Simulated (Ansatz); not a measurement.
Reaction (redistribution): `NB(F)Br` + `O[SiH2][GeH2][SH]` → `OB(F)Br` + `N[SiH2][GeH2][SH]`

Gas-phase electronic energies from Ansatz, PBE0-D4/def2-TZVP geometries. CCSD(T)/CBS is the MP2 limit (def2-TZVPP, def2-QZVPP) plus CCSD(T) − MP2 in def2-TZVPP, frozen cores. For Br, Ge outer-core shells are correlated without core-valence functions, which leaves a few kJ/mol of doubt a bond. Scalar relativity is left out up to krypton. Each species was taken in one conformer, which may not be the lowest.

```csv
species,CCSD(T)/CBS(def2) energy (Eh)
`NB(F)Br`,-2753.96125
`O[SiH2][GeH2][SH]`,-2841.81318
`OB(F)Br`,-2773.83630
`N[SiH2][GeH2][SH]`,-2821.92885
```

(1) Work out ΔE.

Largest T1 diagnostic among the species: 0.012.

## Answers

(1) ΔE = (-2773.83630) + (-2821.92885) − (-2753.96125) − (-2841.81318) = 0.00928 Eh = +5.8 kcal/mol.

In def2-TZVPP, CCSD(T) changes the Hartree–Fock value by −1.0 kcal/mol (the triples alone add −0.2 kcal/mol) and MP2 by −0.8 kcal/mol.
